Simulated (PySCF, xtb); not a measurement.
silacyclobutane (C3H8Si), SMILES C1C[SiH2]C1.

GFN2-xTB (xtb) at its own geometry gives an orbital gap of 4.82 eV and a dipole moment of 0.32 D.

Coordinates come from a B3LYP-D3(BJ)/def2-SVP optimisation.

What does PBE/def2-TZVP in PySCF give? (Estimate from the structure and the level; the computed values follow.)

gap 6.17 eV (levels -6.61 and -0.44 eV), dipole 0.56 D.
